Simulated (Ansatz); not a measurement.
Input file for Ansatz (an electronic-structure program): R-wB97M-V/def2-TZVPP on CH4SSe (SMILES CS[SeH]), a point of a torsion scan.

Ansatz 0.2 input:
```yaml
crystal:
  periodic: [false, false, false]
  atoms:
    - {symbol: C, position_ang: [-0.89282799, -0.11899716, 0.03249407]}
    - {symbol: S, position_ang: [0.07295125, 1.37742211, -0.32841305]}
    - {symbol: Se, position_ang: [2.09578856, 0.60261295, 0.14389680]}
    - {symbol: H, position_ang: [-0.57860606, -0.93013649, -0.61890067]}
    - {symbol: H, position_ang: [-1.92645276, 0.14111488, -0.17003922]}
    - {symbol: H, position_ang: [-0.77592431, -0.39378799, 1.07738242]}
    - {symbol: H, position_ang: [2.71629496, 1.86530267, -0.18262454]}
basis:
  gaussian:
    orbitals: def2-TZVPP
hamiltonian:
  xc: {name: wB97M-V}
scf: {lower_state_search: off}
```

Output:

```
WARN ansatz: RAYON_NUM_THREADS=1 ignored (pool sized by the plan → 1); use --threads N
Functional definition: wB97M-V
these checks for a lower state are left out or cut short: stability, starts, cluster_reference, orbital_swaps, neighbouring_geometries, increment
integrals: 0.13 GiB planned
1102 factors; their error is unknown
integrals: 0.16 GiB planned
227 factors; integrals over basis functions are off by at most 3.4e-5 eV
mean field: 1.08 GiB planned
mean field evaluation 1: about -77280.8852 eV, gradient 2.9e1 eV
mean field evaluation 2: about -77281.6284 eV, gradient 2.2e1 eV
mean field evaluation 4: about -77282.7230 eV, gradient 6.0e-1 eV
mean field evaluation 8: about -77282.9632 eV, gradient 4.0e-1 eV
mean field evaluation 16: about -77282.9634 eV, gradient 3.8e-5 eV
mean field -77282.96339313 eV, -2840.0965204234 hartree, gradient 2.3e-6 eV, S^2 0.000000; 0 other end points of the search recorded, 0 dependent functions left out
reference -77282.96343395 eV, -2840.0965219237 hartree; 30, 30 occupied and 147, 147 virtual orbitals, 1102 factors
Total energy: -77282.96343395 eV, -2840.0965219237 hartree
Checks for a lower state left out: stability, starts, cluster_reference, orbital_swaps, neighbouring_geometries, increment
```

Self-consistency was reached.

Cost: about 12 core-seconds (a rough figure).
